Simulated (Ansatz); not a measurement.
In₆Sb₆H₁₈⁻, a cluster cut from wurtzite InSb (hydrogen-capped). Charge -1, multiplicity 2. Geometry PBE-D4/def2-SVP, that of the neutral singlet.

```xyz
30

Sb    1.0577    2.0716   -2.1910
In    1.0317   -0.7482   -2.9219
In    3.7874    0.0424    0.6311
Sb    2.1484   -1.9805   -0.6541
Sb   -1.8299   -0.9778   -2.4278
In    0.1250   -3.8201    0.3202
In    0.4256    3.1260    0.4497
Sb    1.6422    1.2577    2.1641
Sb   -2.3227    2.1705    0.3144
In   -3.1224   -0.6266    0.1593
In   -0.4952    0.1726    3.8017
Sb   -1.3232   -1.8787    1.9211
H     2.5108    2.7898   -2.7548
H     0.0301    2.8857   -3.3117
H     1.4077   -0.9744   -4.6057
H     4.1126    1.1999   -0.6409
H     4.9095   -0.7238    1.7122
H     3.2801   -2.9878   -1.4764
H    -2.6065    0.1106   -3.5173
H    -2.4259   -2.4025   -3.1757
H    -0.9118   -4.0834   -1.0661
H     0.8615   -4.9989    1.3606
H     0.4957    4.8644    0.4759
H     2.4407    2.3833    3.1969
H    -3.0600    2.9711   -1.0235
H    -3.2602    2.9651    1.5121
H    -4.8504   -0.7899    0.0360
H     0.1790   -0.5760    5.2161
H    -1.7622    1.3765    3.7019
H    -2.4751   -2.8186    2.7935
```

In the def2 sets In, Sb take a core potential; there is no spin–orbit coupling. Single mean-field runs in def2-TZVP are fitted with def2-universal-jkfit. At PBE-D4/def2-TZVP, r2SCANh-D4/def2-TZVP the highest occupied level of the charge -1 doublet lies above zero (up to 0.20 eV). By energy differences its removal costs 1.32 eV (vertical, to the charge 0 singlet, at PBE-D4/def2-TZVP); self-interaction error and the lack of diffuse functions both raise the level. At PBE-D4/def2-TZVP the gap within one spin of the charge -1 doublet nearly closes, so an electron or hole may be smeared out by delocalisation error.

Question: Estimate the α-spin orbital energies around the gap (eV) in Ansatz with PBE-D4/def2-TZVP, r2SCANh-D4/def2-TZVP, PBE0-D4/def2-TZVP.

Answer: 
```csv
orbital,PBE-D4/def2-TZVP,r2SCANh-D4/def2-TZVP,PBE0-D4/def2-TZVP
HOMO−5,-3.24,-3.79,-4.13
HOMO−4,-3.24,-3.78,-4.13
HOMO−3,-3.21,-3.75,-4.08
HOMO−2,-3.21,-3.75,-4.08
HOMO−1,-2.96,-3.43,-3.74
HOMO,0.20,0.14,-0.01
LUMO,0.35,0.66,0.98
LUMO+1,0.48,0.89,1.10
LUMO+2,0.48,0.89,1.10
LUMO+3,0.59,1.02,1.26
LUMO+4,0.61,1.02,1.26
LUMO+5,0.61,1.03,1.31
β HOMO,-2.95,-3.45,-3.75
β LUMO,0.39,0.79,1.08
```
